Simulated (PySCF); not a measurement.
A calculated (PBE0, PySCF 2.14, cc-pVQZ, the non-relativistic Hamiltonian (point nucleus)) atom or ion has these occupied shells.

```json
{"shell": "1s α", "electrons": "1", "orbital energy (eV)": "-123.54", "rms radius, mean of both spins (bohr)": "0.487"}
{"shell": "1s β", "electrons": "1", "orbital energy (eV)": "-122.89", "rms radius, mean of both spins (bohr)": "0.487"}
{"shell": "2s α", "electrons": "1", "orbital energy (eV)": "-15.472", "rms radius, mean of both spins (bohr)": "2.45"}
```

(1) Name the element and its charge.

Results:

(1) Be+ (beryllium, charge +1), in [He] 2s1, 2S determinant.
